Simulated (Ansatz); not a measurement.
`SC[TeH]` + PH₃ → `P[TeH]` + CH₃SH at 600 K and 1 bar (ligand exchange at a Te–C bond).

Isolated molecules relaxed with PBE0-D4/def2-TZVP in Ansatz; ΔE leaves out vibrations. CBS: MP2 limit from def2 TZ/QZ plus the TZ coupled-cluster correction, frozen cores. This one scheme is used for every species. def2 core potentials past Kr. For Te outer-core shells are correlated without core-valence functions, which leaves a few kJ/mol of doubt a bond. Each species was taken in one conformer, which may not be the lowest.

| species | CCSD(T)/CBS energy (Eh) | H − E (kJ/mol) | S (J/(mol·K)) |
| --- | --- | --- | --- |
| `SC[TeH]` | -705.94284 | 157.7 | 382.4 |
| PH₃ | -342.72256 | 86.3 | 240.2 |
| `P[TeH]` | -610.46278 | 98.4 | 337.9 |
| CH₃SH | -438.22835 | 152.3 | 296.8 |

H − E and S are ideal-gas, rigid-rotor, harmonic terms from PBE0-D4/def2-TZVP, for one conformer and one mirror image of each species. 1 Eh = 2625.50 kJ/mol, R = 8.31446 J/(mol·K).

Question: By hand: ΔE, ΔH, ΔS and ΔG.

Answer: ΔE = (-610.46278) + (-438.22835) − (-705.94284) − (-342.72256) = -0.02573 Eh = -67.6 kJ/mol. Δ(H − E) = 98.4 + 152.3 − 157.7 − 86.3 = 6.7, so ΔH = -60.9 kJ/mol. ΔS = 337.9 + 296.8 − 382.4 − 240.2 = 12.1 J/(mol·K). ΔG = -60.9 − 600 × (12.1)/1000 = -68.2 kJ/mol.

Question: By hand: the equilibrium constant, and the temperature at which ΔG would vanish if ΔH and ΔS stayed fixed.

Answer: log₁₀ K = −ΔG/(RT ln 10) = 5.9. ΔH and −TΔS have one sign here, so there is no such temperature.

The number of gas molecules stays the same, so ΔS is small and ΔH decides. A doubt of 5 kJ/mol in ΔE shifts log₁₀ K by 0.4 here. Other conformers and mirror images would add mixing entropy, several J/(mol·K) or more a flexible species. These are equilibria of isolated gas molecules and say nothing of rates. Largest T1 diagnostic: 0.013 (customary marks: 0.02 for closed shells, 0.045 for open ones).

ΔS is within the doubt of such terms, so its sign, and with it that verdict, could turn.
